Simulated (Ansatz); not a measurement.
Calculated with Ansatz (gas phase, PBE0-D4/def2-TZVP geometries, no zero-point term in ΔE). CCSD(T)/CBS adds triple-zeta CCSD(T) − MP2 to the extrapolated MP2 energy (def2 sets, frozen cores). DFT in def2-TZVPP. B3LYP here is the variant with VWN-RPA as its local correlation; programs differ in this. Each species was taken in one conformer, which may not be the lowest.

Consider the formal exchange of groups at the Si–C bond: `CC[SiH]([SiH3])Cl` + `CBNCF` → `CB[SiH]([SiH3])Cl` + `CCNCF`.

`CC[SiH]([SiH3])Cl`:

Z-matrix (Å, degrees):
```
C
C 1 1.525
H 1 1.093 2 111.2
H 1 1.093 2 111.4 3 120.1
H 1 1.092 2 111.2 3 -120.1
Si 2 1.871 1 114.1 3 -179.8
H 2 1.095 1 110.7 3 58.0
H 2 1.097 1 110.7 3 -59.4
Cl 6 2.074 2 109.0 1 -58.7
Si 6 2.340 2 113.0 1 -177.8
H 6 1.489 2 110.0 1 57.4
H 10 1.490 6 110.1 2 -60.6
H 10 1.486 6 110.4 2 179.0
H 10 1.488 6 109.5 2 58.8
```

`CBNCF`:

Cartesian coordinates in Å:
```
C -0.200 -1.900 -0.584
B -0.527 -0.416 -0.212
N 0.474 0.499 0.132
C 0.265 1.840 0.526
F 0.388 1.984 1.901
H -0.733 -2.581 0.089
H 0.863 -2.153 -0.548
H -0.572 -2.133 -1.587
H -1.653 0.001 -0.219
H 1.438 0.201 0.169
H 1.004 2.513 0.082
H -0.746 2.144 0.250
```

`CB[SiH]([SiH3])Cl`:

Cartesian coordinates in Å:
```
C 2.261 -0.551 -0.234
B 0.797 -1.043 -0.157
Si -0.627 -0.148 0.936
Si -2.130 1.000 -0.454
Cl 0.166 1.244 2.263
H 2.987 -1.333 -0.467
H 2.263 0.120 -1.112
H 2.601 0.051 0.611
H 0.431 -1.948 -0.857
H -1.395 -1.134 1.749
H -2.808 0.039 -1.368
H -1.392 1.998 -1.273
H -3.154 1.703 0.362
```

`CCNCF`:

```xyz
13

C    -0.201   -1.541    0.280
C     0.628   -0.323    0.636
N     0.674    0.654   -0.446
C    -0.517    1.310   -0.774
F    -1.047    2.080    0.283
H     0.151   -1.990   -0.651
H    -0.130   -2.286    1.075
H    -1.259   -1.296    0.163
H     1.659   -0.634    0.822
H     0.254    0.120    1.569
H     1.432    1.309   -0.320
H    -1.298    0.594   -1.037
H    -0.346    2.004   -1.599
```

**Question.** Is it downhill or uphill in electronic energy at CCSD(T)/CBS, and by how much? (Estimate.)

**Answer.** The calculation gave: Uphill: ΔE = +50.1 kcal/mol.

**Question.** What do these levels give: r2SCAN-D4, PBE0-D4, B3LYP-D4, ωB97X-V, ωB97M-V, B2PLYP, PBE0, B3LYP, MP2/def2-TZVPP, CCSD/def2-TZVPP, HF/def2-QZVPP, MP2/CBS(def2)? (Estimate.)

**Answer.** The calculation gave: r2SCAN-D4 49.2, PBE0-D4 48.5, B3LYP-D4 49.5, ωB97X-V 48.6, ωB97M-V 50.7, B2PLYP 50.6, PBE0 48.6, B3LYP 49.6, MP2/def2-TZVPP 52.3, CCSD/def2-TZVPP 50.1, HF/def2-QZVPP 50.2, MP2/CBS(def2) 52.3 kcal/mol.

Largest T1 diagnostic among the species: 0.012.

From PBE to PBE0 (25 % exact exchange), in def2-TZVPP and without D4, ΔE moves by +1.1 kcal/mol.
